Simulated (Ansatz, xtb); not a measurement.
Isomers of C2H8GeSi2 in order of energy

4 gas-phase structures of C2H8GeSi2, from a drawn sample of its isomers (lower ones may exist). Each was relaxed with GFN2-xTB:

A. `C#[C][GeH2][SiH2][SiH3]`, a singlet
B. `C=[C]1[SiH2][SiH2][GeH2]1`, a singlet
C. `C#C[Si@@H]([SiH3])[GeH3]`, a singlet
D. `C#C[SiH2][SiH2][GeH3]`, a singlet

Which do you expect lowest at r2SCAN-D4/def2-SVP, and how would the others follow?

Calculated order at r2SCAN-D4/def2-SVP: B (0.0), D (80.1), C (81.5), A (97.0) kJ/mol. Less than 1 kcal/mol parts D and C, so the order within that pair means little.

Energies above the lowest of each column, in kJ/mol; the last columns are at B3LYP-D3(BJ)/def2-SVP geometries and were run for some of them only (a dash: not run or not comparable):

```
structure  GFN2-xTB  HF/STO-3G  r2SCAN-D4/def2-SVP  B3LYP-D3(BJ)/def2-SVP  CCSD(T)/def2-SVP + ΔMP2/def2-TZVPP
        B       0.0        0.0                 0.0                    0.0                                 0.0
        D      31.1       39.0                80.1                   67.3                                58.6
        C      32.5       39.6                81.5                   67.9                                59.0
        A      28.9       42.4                97.0                      –                                   –
```

Every level run on B puts it lowest or level with the lowest. Flexible structures stand in one conformer each, not always the lowest. D keeps a small imaginary mode. Frequencies (GFN2-xTB) were run for B, C, D alone. ΔMP2 is the change of the MP2 energy from the smaller to the larger basis.

Over these structures GFN2-xTB departs from r2SCAN-D4/def2-SVP by 20.8 kJ/mol on average once a common shift is removed. A GFN2-xTB relaxation took about 0.11 s and the r2SCAN-D4/def2-SVP energy about 1.3 s on a shared host (Ansatz 0.2.0, xtb 6.7.1).
